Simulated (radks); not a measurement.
Values are calculated unless marked as measured or tabulated.
Q: The table gives one normalised radial function P(r) = r R(r) of Sb23+ in [Ar] 3d10 (r in bohr). Code: a radial shooting solver on a logarithmic mesh with Libxc functionals. Model: non-relativistic Kohn-Sham, LDA (Slater exchange, Perdew-Wang correlation), spin-unpolarised, spherical densities, point nucleus; relativity is left out, which matters for an element this heavy.

r              P
0.001227   0.1203
0.001717   0.1641
0.002384   0.2200
0.003336   0.2926
0.004668   0.3810
0.006531   0.4808
0.009067   0.5768
0.01269    0.6464
0.01775    0.6404
0.02484    0.4941
0.03449    0.1604
0.04826   -0.3676
0.06753   -0.9139
0.0945    -1.1032
0.1322    -0.5430
0.1836     0.6629
0.2569     1.7710
0.3595     1.8535
0.503      1.0450
0.6983     0.3084
0.9771     0.0369

Which n and l does it have? It may be an empty orbital.

A: n = 3, l = 0: the number of nodes gives n - l - 1 = 2, the rise at small r (about r^(l+1)) gives l, and the extent must fit the shell. The curve is that of 3s. 3s: eigenvalue -1500.8 eV, 2 radial nodes at r = 0.0386, 0.155 bohr, <r> = 0.338 bohr, 90 % of the charge inside 0.495 bohr.
